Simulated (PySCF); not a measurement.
# How methods differ on the ionisation energy of Mo³³⁺

Mo³³⁺ [He] 2s2 2p5 (2P) → Mo³⁴⁺ [He] 2s2 2p4 (3P), as a difference of total energies. Calculation: PySCF 2.14, in an even-tempered Gaussian basis (17 s from 11 bohr⁻², ratio 2.2; 11 p from 15 bohr⁻², ratio 2.2; 6 d from 64 bohr⁻², ratio 2.4; 5 f from 97 bohr⁻², ratio 2.4; 4 g from 150 bohr⁻², ratio 2.4); the non-relativistic Hamiltonian (point nucleus). Correlated levels: nothing frozen; virtual orbitals above 40 to 60 times the deepest correlated orbital energy dropped. The calculations carry no spin-orbit coupling.

| method | ionisation energy (eV) |
| --- | --- |
| UHF | 4412.8 |
| LDA | 4411.3 |
| PBE | 4413.0 |
| PBE0 | 4413.4 |
| r2SCAN | 4415.7 |
| M06-L | 4415.2 |
| M06 | 4415.9 |
| MP2 (all electrons) | 4414.4 |
| SCS-MP2 (all electrons) | 4414.4 |

Spin-orbit coupling is strong in these open shells (close to jj coupling). The scalar numbers leave it out and a first-order estimate fails, so it can dominate the gap to the real levels.

All relativistic terms are absent from these numbers, so their closeness to the reference says little about the methods.

For comparison: 4430 ± 7 eV (semi-empirical (NIST evaluation); NIST Atomic Spectra Database, ionization energies).
